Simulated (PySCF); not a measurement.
SMILES C[Si](C)O (C₂H₇OSi), doublet at its B3LYP/def2-SVP optimised geometry (Å):

```
11

C     -0.9381     1.1176     0.0000
Si    -0.2754    -0.6480     0.0000
C      1.6236    -0.6480     0.0000
O     -0.8814    -1.3483    -1.4098
H     -2.0390     1.1308    -0.0030
H     -0.5884     1.6680     0.8881
H     -0.5878     1.6534    -0.9004
H      2.0055    -0.0914    -0.8751
H      2.0390    -1.6680    -0.0358
H      2.0079    -0.1623     0.9121
H     -0.6657    -2.2781    -1.5502
```

Calculation: unrestricted B3LYP/def2-TZVP (PySCF). Cells within 0.4 Å of a nucleus heavier than hydrogen are left out (blank, or x).

Map of the deformation density (molecule minus spherical neutral atoms) (e/bohr³) on the plane z = 0.0 Å:

```
|1111111111111111111111111111111|
|1111111111111111111111111111111|
|1111111111111111111111111111111|
|1111111111111111111111111111111|
|1111111111111111111111111111111|
|1111111111111111111111111111111|
|1111111111110011111111111111111|
|1111111110000000111111111111111|
|1111111000000100011111111111111|
|1111110011101110001111111111111|
|111110002432x210000111111111111|
|11111000798xxx00000011111111111|
|11111000476xx510000000011111111|
|1111100012236631000000000111111|
|1111110001125641000000000111111|
|1111111000113420011101110011111|
|11111111000011x01343xx200011111|
|1111111100000xxx2567xx100011111|
|11111111000000xx2455xx310011111|
|1111111110000000122248621011111|
|1111111111111000011138920011111|
|1111111111111000000113410011111|
|1111111111111000000000000011111|
|1111111111111110000000000111111|
|1111111111111111111110001111111|
|1111111111111111111111111111111|
|1111111111111111111111111111111|
|1111111111111111111111111111111|
|1111111111111111111111111111111|
|1111111111111111111111111111111|
|1111111111111111111111111111111|
```
Scale: ten equal steps from -0.014 (start of '0') to 0.100 (end of '9'), in the order '0123456789'; x runs from -4.50 to 4.50, y from -4.50 (bottom) to 4.50 (top).
